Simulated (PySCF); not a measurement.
Deuteron quadrupole couplings in `C=C(Cl)[C@@H](C)[SiH3]`

Species: C4H9ClSi.
Z-matrix (Å and degrees, GFN2-xTB geometry), rows numbered from 1:
```
C 
C   1  1.3219
Cl  2  1.7378  1  119.23
C   2  1.4866  1  126.61  3   177.96
C   4  1.5297  2  111.34  1   119.00
Si  4  1.9207  2  110.25  1  -117.25
H   1  1.0759  2  120.51  3  -179.66
H   1  1.0755  2  122.48  3     0.50
H   4  1.0943  2  106.99  1     0.98
H   5  1.0872  4  110.76  2    60.72
H   5  1.0896  4  110.64  2   -59.33
H   5  1.0876  4  110.26  2  -179.31
H   6  1.4624  4  108.23  2    47.69
H   6  1.4647  4  106.58  2   166.67
H   6  1.4596  4  109.98  2   -74.01
```

Level: PBE0/pcSseg-1 (PySCF, non-relativistic); Q(2H) = 0.00286 b; rigid geometry, the same for H and D, with no vibrational averaging.

Task: Rank these positions by the coupling χzz of a deuteron there, largest first.
A. H14 (Si–H hydrogen)
B. H11 (methyl hydrogen)
C. H9 (methine hydrogen)
D. H8 (vinylic hydrogen)

Result: D (227 kHz), B (208 kHz), C (202 kHz), A (109 kHz).

Task: What are Vzz, η and χzz (234.96 MHz × Q × Vzz) at all hydrogens?

Result: 
| atom | bonded to | bond length (Å) | Vzz (au) | η | χzz (kHz) |
| --- | --- | --- | --- | --- | --- |
| H7 | C1 | 1.076 | 0.3394 | 0.07 | 228 |
| H8 | C1 | 1.075 | 0.3380 | 0.06 | 227 |
| H9 | C4 | 1.094 | 0.3006 | 0.04 | 202 |
| H10 | C5 | 1.087 | 0.3107 | 0.03 | 209 |
| H11 | C5 | 1.090 | 0.3101 | 0.03 | 208 |
| H12 | C5 | 1.088 | 0.3146 | 0.03 | 211 |
| H13 | Si6 | 1.462 | 0.1636 | 0.01 | 110 |
| H14 | Si6 | 1.465 | 0.1623 | 0.01 | 109 |
| H15 | Si6 | 1.460 | 0.1658 | 0.02 | 111 |

Task: Average by the element that carries the hydrogen.

Result: on C: 214 kHz over 6 positions, mean bond length 1.085 Å; on Si: 110 kHz over 3 positions, mean bond length 1.462 Å.

Task: How does χzz go with the bond length over the 6 C–H bonds?

Result: A straight-line fit has a slope of -14.0 kHz for each 0.01 Å, with a correlation coefficient of -0.99, over lengths from 1.075 to 1.094 Å. The longer bonds have the smaller couplings here.

Geometry: GFN2-xTB, one conformer, isolated molecule. GFN2-xTB bond lengths can be off by several hundredths of an ångström, more for odd bonds, and the gradients follow them. The small basis limits the accuracy of the gradients.

These values come from a run that also computed NMR shieldings. The run took 40 s wall on Arm Neoverse N1, one thread, shared host, and the process peaked at 0.74 GiB of memory.
